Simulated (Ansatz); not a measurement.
Job for Ansatz (an electronic-structure program): U-B3LYP-D3(BJ)/def2-TZVP on AsH (SMILES [AsH]).

Ansatz 0.2 input:
```yaml
crystal:
  periodic: [false, false, false]
  atoms:
    - {symbol: As, position_ang: [0.71900000, -0.05870000, 0.22500000]}
    - {symbol: H, position_ang: [-0.71900000, 0.05870000, -0.22500000]}
basis:
  gaussian:
    orbitals: def2-TZVP
hamiltonian:
  xc: b3lyp
  dispersion: d3bj
magnetization: {spin_polarized: true, initial_magnetization: 2}
relax: {f_tol: 0.004, max_steps: 120}
```

The log:

```
WARN ansatz: RAYON_NUM_THREADS=4 ignored (pool sized by the plan → 4); use --threads N
Functional definition: B3LYP
integrals: 0.01 GiB planned
382 factors; integrals over basis functions are off by at most 2.7e-4 eV
mean field: 0.17 GiB planned
mean field evaluation 1: about -60857.0218 eV, gradient 7.8e0 eV
mean field evaluation 2: about -60857.1728 eV, gradient 5.3e0 eV
mean field evaluation 4: about -60857.2455 eV, gradient 2.3e-1 eV
mean field evaluation 8: about -60857.2490 eV, gradient 3.7e-3 eV
mean field -60857.24902418 eV, -2236.4626511136 hartree, gradient 9.2e-6 eV, S^2 2.003818; 0 other end points of the search recorded, 0 dependent functions left out
the calculation of the forces begins
reference -60857.24919538 eV, -2236.4626574053 hartree; 18, 16 occupied and 36, 38 virtual orbitals, 382 factors
relax step   1: F+E_penalty+E_count = -60857.27028885 eV  Δ(F+E_penalty+E_count) = +0.000e0 eV  max|allowed force component| = 4.079e-1 eV/Å  Δτ_max = 0.0000 Å  (26 SCF iters, accepted)
these checks for a lower state are left out or cut short: starts, cluster_reference, orbital_swaps, neighbouring_geometries, increment
integrals: 0.01 GiB planned
382 factors; integrals over basis functions are off by at most 2.6e-4 eV
mean field: 0.17 GiB planned
mean field evaluation 16: about -60857.2499 eV, gradient 5.7e-1 eV
mean field -60857.25393997 eV, -2236.4628317657 hartree, gradient 2.1e-5 eV, S^2 2.003869; 0 other end points of the search recorded, 0 dependent functions left out
the calculation of the forces begins
reference -60857.25411131 eV, -2236.4628380623 hartree; 18, 16 occupied and 36, 38 virtual orbitals, 382 factors
relax step   2: F+E_penalty+E_count = -60857.27520346 eV  Δ(F+E_penalty+E_count) = -4.915e-3 eV  max|allowed force component| = 7.477e-2 eV/Å  Δτ_max = 0.0098 Å  (32 SCF iters, accepted)
these checks for a lower state are left out or cut short: starts, cluster_reference, orbital_swaps, neighbouring_geometries, increment
integrals: 0.01 GiB planned
382 factors; integrals over basis functions are off by at most 2.6e-4 eV
mean field: 0.17 GiB planned
mean field -60857.25412202 eV, -2236.4628384560 hartree, gradient 7.3e-6 eV, S^2 2.003883; 0 other end points of the search recorded, 0 dependent functions left out
the calculation of the forces begins
reference -60857.25429340 eV, -2236.4628447538 hartree; 18, 16 occupied and 36, 38 virtual orbitals, 382 factors
relax step   3: F+E_penalty+E_count = -60857.27538536 eV  Δ(F+E_penalty+E_count) = -1.819e-4 eV  max|allowed force component| = 9.490e-4 eV/Å  Δτ_max = 0.0023 Å  (26 SCF iters, accepted)
integrals: 0.01 GiB planned
382 factors; integrals over basis functions are off by at most 2.6e-4 eV
mean field: 0.17 GiB planned
mean field evaluation 32: about -60857.2541 eV, gradient 7.3e-6 eV
mean field -60857.25412202 eV, -2236.4628384560 hartree, gradient 7.3e-6 eV, S^2 2.003883; 1 other end points of the search recorded, 0 dependent functions left out
the calculation of the forces begins
reference -60857.25429340 eV, -2236.4628447538 hartree; 18, 16 occupied and 36, 38 virtual orbitals, 382 factors
Total energy: -60857.27555673 eV, -2236.4636261670 hartree
Atom 0 at     0.730496    -0.059639     0.228597 Å, force     0.000949    -0.000077     0.000297 eV/Å
Atom 1 at    -0.730496     0.059639    -0.228597 Å, force    -0.000949     0.000077    -0.000297 eV/Å
Dipole moment:    -0.028258     0.002307    -0.008843 e Å
```

The calculation finished and met its thresholds.

Cost: very roughly 3 core-seconds.
